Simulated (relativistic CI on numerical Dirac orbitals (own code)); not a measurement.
**What each ingredient does to the levels of Zn⁹⁺**

Base calculation: Dirac-Coulomb-Breit CI, orbitals from a KLI potential per configuration, a model potential for QED, unscaled Slater integrals.

Configuration list (outside the closed core [Ne]): 3s²3p⁶3d³, 3s²3p⁵3d⁴, 3s3p⁶3d⁴, 3s²3p⁶3d²4s, 3s²3p⁶3d²4p, 3s²3p⁶3d²4d, 3s²3p⁶3d4s4p, 3s²3p⁶3d²4f, 3s²3p⁶3d²5s, 3s²3p⁶3d²5p, 3p⁶3d⁵, 3p⁵3d⁶, 3s²3p⁶3d4s², 3s²3p⁶4s²4p, 3s²3p⁶4s²4d, 3s²3p⁶4s²4f, 3s²3p⁶3d4p², 3s²3p⁶4s4p², 3s²3p⁶4p³, 3s²3p⁶4p²4d, 3s²3p⁶4p²4f, 3s²3p⁶3d4s4d, 3s²3p⁶4s4p4d, 3s²3p⁶4s4d², 3s²3p⁶4s4d4f. Double excitations out of closed p, d and f shells are left out; levels of such configurations are missing from the list, as are those of other unlisted configurations, and high levels can miss mixing partners.

Variants: (1) valence Slater integrals scaled by 0.9; (2) Breit term removed; (3) non-relativistic limit. Shifts of the energy above 3s²3p⁶3d³ ⁴F3/2, in cm⁻¹, for the lowest level and the first level of each name with at least 55 % of one term (blank where a level changes its place among those of its configuration and J or its character, or is not in the variant):

```csv
Level,Base,Δ(1),Δ(2),Δ(3)
3s²3p⁶3d³ ⁴F3/2,0.0,0.0,0.0,0.0
3s²3p⁶3d³ ⁴F5/2,1567.8,+15.8,+181.2,-1567.8
3s²3p⁶3d³ ⁴F7/2,3568.3,+17.2,+436.0,-3568.3
3s²3p⁶3d³ ⁴F9/2,5875.6,-4.2,+750.2,-5875.6
3s²3p⁶3d³ ⁴P1/2,30853.9,-2670.6,+192.4,-1870.5
3s²3p⁶3d³ ⁴P3/2,31188.8,-2742.7,+149.8,-2205.4
3s²3p⁶3d³ ⁴P5/2,33454.7,-2656.8,+398.1,-4471.3
3s²3p⁶3d³ ²G7/2,33628.8,-3008.9,+390.7,-2205.2
3s²3p⁶3d³ ²G9/2,35380.7,-3088.1,+565.1,-3957.1
3s²3p⁶3d³ ²P1/2,44551.5,-3981.6,+289.6,-2861.1
3s²3p⁶3d³ ²H9/2,46463.3,-4212.6,+587.9,-3116.4
3s²3p⁶3d³ ²H11/2,47465.8,-4323.7,+788.0,-4119.0
3s²3p⁶3d³ ²D5/2,48471.3,-4031.3,+489.1,-4798.4
3s²3p⁶3d³ ²F7/2,74831.0,-6893.2,+503.7,-3061.9
```

At this charge energies of transitions that change n are usually good to better than 1 %, and those within a shell (Δn = 0) to a few per cent. Terms inside the open d or f shell come out 10 to 20 % too wide with unscaled integrals.

Ionisation energy from the two ground configurations alone: base 237.383 eV; valence Slater integrals scaled by 0.9 237.138 eV. The NIST ASD value (theoretical) is 238 eV.

LS names give the leading component of a level, which can be under half, so a name can repeat, a term be missing and a line seem to break the LS rules.
